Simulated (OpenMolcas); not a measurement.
A calculation on Cr4+.

| Quantity | Value |
| --- | --- |
| Program | OpenMolcas |
| Method | XMS-CASPT2, IPEA 0.25 Eh, imaginary shift 0.1 Eh (closed shells correlated: 3s 3p) |
| Basis | ANO-RCC-VTZP [6s5p3d2f1g] |
| Scalar Hamiltonian | DKH2, point nucleus |
| Active space | 2 electrons in 5 orbitals (3d) |
| State averaging | 2S+1 = 3 even, 10 roots; 2S+1 = 1 even, 15 roots |
| Spin-orbit coupling | RASSI with atomic mean-field integrals over the reference wave functions, term energies averaged over their components |

Question: Which level of the active space comes out lowest?

Answer: 3d2 3F2, with 100 % of that term; it is also the measured ground level.

Question: How high does 3d2 3P1 lie?

Answer: 16280 cm-1 above the lowest level; measured 15677 cm-1 above the ground level, so the calculation is off by +4 %.

Question: How high does 3d2 3P2 lie?

Answer: 16680 cm-1 above the lowest level; measured 16041 cm-1 above the ground level, so the calculation is off by +4 %.

Question: How high does 3d2 1D2 lie?

Answer: 13440 cm-1 above the lowest level; measured 13188 cm-1 above the ground level, so the calculation is off by +2 %.

Measured values: Sugar and Corliss, J. Phys. Chem. Ref. Data 6, 317 (1977).

CASPT2 does not keep the components of a term degenerate, so their means are used; among the terms shown or strongly mixed into the levels shown the widest spread is 1000 cm-1 (3d2 3F). Computed and measured levels are paired by configuration, term and J; levels that our copy of the source lacks, or whose pairing is in doubt (as where it misses far off the trend of its configuration), stay unpaired and out of the deviations. Levels of configurations outside the active space are missing.
